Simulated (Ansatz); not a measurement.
System: AuCl, charge 1, multiplicity 2. SMILES of the parent species: [Cl][Au]

Atoms: Au1, Cl2. Bonds: Au1-Cl2.

Bond lengths (Å) and angles (degrees) optimised at HF/6-31G* with LANL2DZ past Ar with Ansatz (a first-principles code); PBE/6-31G* with LANL2DZ past Ar with Ansatz; B3LYP/LANL2DZ with Ansatz; B3LYP/6-31G* with LANL2DZ past Ar with Ansatz; MP2/6-31G* with LANL2DZ past Ar with Ansatz, each started from the B3LYP-D3(BJ)/def2-TZVP structure (Ansatz) of the last column. A row stands for all coordinates that are equal there. 6-31G* holds six Cartesian d functions.

| coordinate | HF/6-31G* with LANL2DZ past Ar | PBE/6-31G* with LANL2DZ past Ar | B3LYP/LANL2DZ | B3LYP/6-31G* with LANL2DZ past Ar | MP2/6-31G* with LANL2DZ past Ar | B3LYP-D3(BJ)/def2-TZVP |
|---|---|---|---|---|---|---|
| Au1-Cl2 | 2.733 | 2.297 | 2.480 | 2.346 | 2.566 | 2.244 |

Mean signed difference of all 1 bond lengths from B3LYP-D3(BJ)/def2-TZVP: HF/6-31G* with LANL2DZ past Ar 0.490 Å, PBE/6-31G* with LANL2DZ past Ar 0.053 Å, B3LYP/LANL2DZ 0.236 Å, B3LYP/6-31G* with LANL2DZ past Ar 0.102 Å, MP2/6-31G* with LANL2DZ past Ar 0.322 Å.
